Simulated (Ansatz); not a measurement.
## 1,2-elimination

Start structure (SiNH₅O₂, singlet), relaxed at PBE0-D4/def2-TZVP:

```
9
angstrom
Si -0.2810 -0.2664 -0.0076
H -1.6999 -0.4282 -0.4077
N 0.2326 1.1775 -0.7441
H -0.2569 1.5238 -1.5525
O 0.6168 -1.5612 -0.4574
O -0.1135 -0.2230 1.6286
H 1.2013 1.4542 -0.7507
H 0.7683 -2.2245 0.2179
H -0.4679 0.5478 2.0735
```

The step: SiNH₅O₂ ([NH2][SiH]([OH])[OH]) → SiNH₃O₂ ([NH][Si]([OH])[OH]) + H₂; bonds formed: H2–H4; bonds broken: Si1–H2, N3–H4. Computed with Ansatz 0.2.0 (basis: def2-TZVPP and def2-QZVPP); correlated methods freeze the cores. Extrapolation: Hartree–Fock as exp(−7.88 √X), correlation as X^−2.97. Energies below are by CCSD(T) at an estimated basis limit (MP2 extrapolated from triple and quadruple zeta, plus CCSD(T) − MP2 in triple zeta).

Task: What are the electronic barrier and the energy of the step, from the start structure to the end structure? (To be estimated.)

Result: By the calculation: Barrier 306.5 kJ/mol; step energy 237.7 kJ/mol (uphill); reverse barrier, their difference, 68.7 kJ/mol. Barrier and step energy count from the start structure, the reverse barrier from the end structure.

The saddle point: One imaginary mode of 974i cm⁻¹.
```json
{"pair": "H2–H4", "start (Å)": "2.68", "saddle (Å)": "0.91", "end (Å)": "0.75"}
{"pair": "Si1–H2", "start (Å)": "1.48", "saddle (Å)": "1.77", "end (Å)": "2.99"}
{"pair": "N3–H4", "start (Å)": "1.01", "saddle (Å)": "1.56", "end (Å)": "3.06"}
```

Zero-point energy (harmonic, PBE0-D4): ZPE is 167.0 kJ/mol at the start and 152.7 kJ/mol at the saddle, so the barrier goes from 306.5 to 292.2 kJ/mol.

First-order rate constant out of the start structure at 498 K by transition-state theory, with harmonic vibrational free energies alone and no tunnelling: ΔA‡ = 297.2 kJ/mol, so k = (kB T/h) exp(−ΔA‡/kB T) ≈ 10^-18 s⁻¹ (an order of magnitude at best: rotation, the number of equivalent paths and anharmonicity are left out).

No T1 diagnostic of these runs exceeds 0.015.

Labels in which every atom is bracketed show which atoms are joined, not bond orders.

For scale, one of the runs: CCSD(T)/def2-TZVPP, 205 basis functions, launched by `ansatz run in.yaml --threads 4 --pin off --events-out ev --progress --plain --max-ram 9574MiB`. Hardware: 4 CPU threads of an Intel Xeon, shared host. Wall time 67 s; peak host memory 2.7 GiB.
